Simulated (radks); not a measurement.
Values are calculated unless marked as measured or tabulated.
Isoelectronic series with 13 electrons, each ion in its NIST ground configuration. Code: a radial shooting solver on a logarithmic mesh with Libxc functionals. Model: non-relativistic Kohn-Sham, LDA (Slater exchange, Perdew-Wang correlation), spin-polarised, spherical densities, point nucleus; open shells are filled with parallel spins first. Total energies (hartree) and orbital eigenvalues (eV) (* marks an orbital that is empty in some or all of the ions):

ion    configuration  E (hartree)   3p down*      3p up    3s down      3s up    2p down
Al      [Ne] 3s2 3p1   -241.31661    -2.4284    -3.0210    -7.4087    -8.0561   -69.6410
Si+     [Ne] 3s2 3p1   -287.91394   -11.2464   -12.1335   -18.5069   -19.4538  -105.0217
P2+     [Ne] 3s2 3p1   -338.88283   -23.7548   -24.8978   -33.2374   -34.4422  -147.9495
S3+     [Ne] 3s2 3p1   -394.20897   -39.6444   -41.0267   -51.3148   -52.7591  -198.0789
Cl4+    [Ne] 3s2 3p1   -453.88478   -58.7820   -60.3943   -72.6179   -74.2913  -255.2611
Ar5+    [Ne] 3s2 3p1   -517.90566   -81.0957   -82.9324   -97.0818   -98.9778  -319.4162
K6+     [Ne] 3s2 3p1   -586.26866  -106.5423  -108.5997  -124.6677  -126.7820  -390.4967
Ca7+    [Ne] 3s2 3p1   -658.97171  -135.0939  -137.3695  -155.3505  -157.6799  -468.4716
Sc8+    [Ne] 3s2 3p1   -736.01337  -166.7315  -169.2235  -189.1131  -191.6554  -553.3199
Ti9+    [Ne] 3s2 3p1   -817.39256  -201.4418  -204.1488  -225.9435  -228.6969  -645.0269
V10+    [Ne] 3s2 3p1   -903.10850  -239.2148  -242.1360  -265.8328  -268.7962  -743.5816
Cr11+   [Ne] 3s2 3p1   -993.16056  -280.0434  -283.1780  -308.7745  -311.9467  -848.9759
Mn12+   [Ne] 3s2 3p1  -1087.54826  -323.9218  -327.2693  -354.7635  -358.1438  -961.2034
Fe13+   [Ne] 3s2 3p1  -1186.27122  -370.8457  -374.4057  -403.7959  -407.3836  -1080.259
Co14+   [Ne] 3s2 3p1  -1289.32913  -420.8116  -424.5838  -455.8686  -459.6632  -1206.140
Ni15+   [Ne] 3s2 3p1  -1396.72175  -473.8169  -477.8010  -510.9790  -514.9801  -1338.841
Cu16+   [Ne] 3s2 3p1  -1508.44888  -529.8592  -534.0550  -569.1251  -573.3323  -1478.362
Zn17+   [Ne] 3s2 3p1  -1624.51035  -588.9367  -593.3441  -630.3053  -634.7184  -1624.699
Ga18+   [Ne] 3s2 3p1  -1744.90602  -651.0479  -655.6667  -694.5181  -699.1369  -1777.851
Ge19+   [Ne] 3s2 3p1  -1869.63577  -716.1915  -721.0217  -761.7625  -766.5868  -1937.816
As20+   [Ne] 3s2 3p1  -1998.69950  -784.3664  -789.4079  -832.0375  -837.0670  -2104.593
Se21+   [Ne] 3s2 3p1  -2132.09714  -855.5717  -860.8245  -905.3421  -910.5769  -2278.182
Br22+   [Ne] 3s2 3p1  -2269.82860  -929.8066  -935.2708  -981.6758  -987.1157  -2458.581
